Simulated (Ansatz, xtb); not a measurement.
Gas-phase reaction in SMILES: CCOB(F)F + 5 [H][H] (H2) -> B (BH3) + 2 C (CH4) + 2 F (HF) + O (H2O)
Geometries: B3LYP-D3(BJ)/def2-TZVP minima from Ansatz (a first-principles code), one conformer each, not searched for the lowest.

Property: energy of full hydrogenation (electronic energy difference), in kcal/mol. Valence correlation only, unless marked. No spin-orbit coupling. Non-relativistic. CBS(X,Y): correlation extrapolated as X^-3; Hartree-Fock from the larger set.

```tsv
level	program	energy of full hydrogenation (kcal/mol)
GFN2-xTB	xtb	29.4
PBE/def2-TZVPD	Ansatz	47.7
BLYP-D4/def2-TZVPD	Ansatz + dftd4	53.5
PBE0/def2-SVP	Ansatz	65.1
```

Task: What does CCSD(T)/CBS(cc-pVTZ,cc-pVQZ) (Ansatz) give?

Result: 49.2 kcal/mol, so PBE0/def2-SVP differs from it by 15.9 kcal/mol.
